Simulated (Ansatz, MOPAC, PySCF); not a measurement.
Molecule: CF2I (charge 0, doublet). SMILES: F[C](F)I
Coordinates optimised at B3LYP-D3(BJ)/def2-TZVP (Ansatz, a program for electronic structure):
```
C
F 1 1.3218
F 1 1.3218 2 109.51
I 1 2.1410 2 114.74 3 130.70
```
Charge 0, spin multiplicity 2.

Unscaled harmonic wavenumbers (cm⁻¹) in rising order, each level at the stationary point that it reaches from this structure (no distance between atoms moves by over 0.3 Å); the order of modes can differ between levels, and a negative number is imaginary. B3LYP-D3(BJ)/def2-TZVP (PySCF, at the structure above): 263, 263, 542, 622, 1138, 1180.

AM1 (MOPAC): 291, 322, 353, 605, 1445, 1521. Zero-point energy 6.5 against 5.7 kcal/mol; where all levels lie over 400 cm⁻¹, the wavenumbers are on average 1.178 times those of B3LYP-D3(BJ)/def2-TZVP.

PM6 (MOPAC): 172, 202, 346, 619, 1292, 1316. Zero-point energy 5.6 against 5.7 kcal/mol; where all levels lie over 400 cm⁻¹, the wavenumbers are on average 1.082 times those of B3LYP-D3(BJ)/def2-TZVP.

PM7 (MOPAC): 255, 285, 447, 591, 1396, 1551. Zero-point energy 6.5 against 5.7 kcal/mol; where all levels lie over 400 cm⁻¹, the wavenumbers are on average 1.164 times those of B3LYP-D3(BJ)/def2-TZVP.

HF/3-21G (Ansatz): 275, 281, 529, 635, 1228, 1360. Zero-point energy 6.2 against 5.7 kcal/mol; where all levels lie over 400 cm⁻¹, the wavenumbers are on average 1.085 times those of B3LYP-D3(BJ)/def2-TZVP.
